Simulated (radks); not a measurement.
All-electron atom: Ba47+ in [He] 2s2 2p5. Method: scalar-relativistic Kohn-Sham, PBE, spin-polarised, spherical densities, finite nucleus; open shells are filled with parallel spins first (spin-orbit coupling, left out, can overturn this in heavy ions); Fermi nuclear charge, rms radius 4.8378 fm; computed with a radial shooting solver on a logarithmic mesh with Libxc functionals.

Normalised radial functions P(r) = r R(r), r in bohr:

| r | 1s down | 2s up |
|---|---|---|
| 0.001319 | 1.2981 | 0.4571 |
| 0.001585 | 1.5129 | 0.5320 |
| 0.001921 | 1.7691 | 0.6212 |
| 0.002327 | 2.0606 | 0.7220 |
| 0.00282 | 2.3886 | 0.8346 |
| 0.003417 | 2.7527 | 0.9583 |
| 0.004107 | 3.1328 | 1.0855 |
| 0.004976 | 3.5559 | 1.2238 |
| 0.006029 | 3.9949 | 1.3619 |
| 0.007306 | 4.4326 | 1.4910 |
| 0.008852 | 4.8450 | 1.5982 |
| 0.01073 | 5.2004 | 1.6663 |
| 0.01289 | 5.4519 | 1.6747 |
| 0.01562 | 5.5809 | 1.5991 |
| 0.01893 | 5.5333 | 1.4100 |
| 0.02293 | 5.2784 | 1.0819 |
| 0.02779 | 4.8055 | 0.5981 |
| 0.0334 | 4.1662 | -0.0102 |
| 0.04047 | 3.3589 | -0.7666 |
| 0.04904 | 2.4956 | -1.5810 |
| 0.05942 | 1.6800 | -2.3475 |
| 0.072 | 1.0038 | -2.9347 |
| 0.08654 | 0.5354 | -3.2126 |
| 0.1049 | 0.2345 | -3.1324 |
| 0.1271 | 0.0833 | -2.6909 |
| 0.154 | 0.0230 | -2.0099 |
| 0.1865 | 0.0047 | -1.2792 |
| 0.2242 | 0.0007 | -0.6960 |
| 0.2717 | 0.0001 | -0.2967 |
| 0.3292 | 0.0000 | -0.0969 |

1s down: eigenvalue -40821 eV, 0 radial nodes, <r> = 0.0255 bohr, 90 % of the charge inside 0.0460 bohr. 2s up: eigenvalue -9149.6 eV, 1 radial node at r = 0.0333 bohr, <r> = 0.107 bohr, 90 % of the charge inside 0.165 bohr.
